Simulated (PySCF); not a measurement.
Compound: C7H14Si2.
Cartesian coordinates in Å at the GFN2-xTB level; atoms count from 1:
```xyz
23
C7H14Si2 angstrom
C     -0.5014    2.9368    0.0927
C     -0.5413    1.7788    0.4162
Si    -0.6022   -0.0275    0.8447
Si    -2.0411   -1.1450   -0.5920
C     -3.7801   -0.3955   -0.4613
C      1.1868   -0.6547    0.6642
C      1.8042   -0.6012   -0.7471
C      3.0659    0.0436   -0.1586
C      2.3314    0.2444    1.1731
H     -0.4636    3.9535   -0.1780
H     -0.9489   -0.0600    2.2813
H     -2.1436   -2.5802   -0.2791
H     -1.6271   -1.0684   -2.0020
H     -4.1769   -0.4938    0.5453
H     -3.7678    0.6630   -0.7053
H     -4.4773   -0.8817   -1.1374
H      1.2798   -1.6604    1.0802
H      1.2705    0.0651   -1.4239
H      1.9445   -1.5607   -1.2430
H      3.9007   -0.6514   -0.0827
H      3.4086    0.9509   -0.6528
H      2.8520   -0.1051    2.0633
H      2.0222    1.2763    1.3311
```

Probes without a nucleus sit at each ring's centroid and 1 Å off its mean plane on both sides; NICS is minus the shielding there, NICSzz its component along the normal. Level: GIAO PBE0/pcSseg-1 (PySCF, non-relativistic, gas phase) on the GFN2-xTB geometry, one conformer.

Ring bond lengths (Å), with Mayer bond orders in brackets: C6–C7 1.541 (1.01), C7–C8 1.534 (1.05), C8–C9 1.534 (1.05), C9–C6 1.542 (1.02).

**Question.** Give the NICS values of each ring in ppm.

**Answer.** 
```tsv
ring	type	NICS(0)	NICS(1), two faces	NICS(1)zz, two faces	rms pucker (Å)	centre to ring atoms, mean (Å)
C6–C7–C8–C9	4-membered carbocycle; formal bonds all single	1.2	0.8 / -0.1	5.3 / 4.8	0.07	1.09
```

**Question.** What can be read from them?

**Answer.** 
- C6–C7–C8–C9: mean NICS(1)zz 5.0 ppm, deshielded. C6, C7, C8, C9 have four or more neighbours, so the value isn't read as a sign of a π ring current.

**Question.** Give the inner angles of the rings and the Hirshfeld charges of the ring atoms.

**Answer.** 
- C6–C7–C8–C9: C6 89.1° (-0.113 e), C7 89.6° (-0.072 e), C8 89.7° (-0.069 e), C9 89.6° (-0.071 e); sum 358.0° against 360° for a flat convex ring.
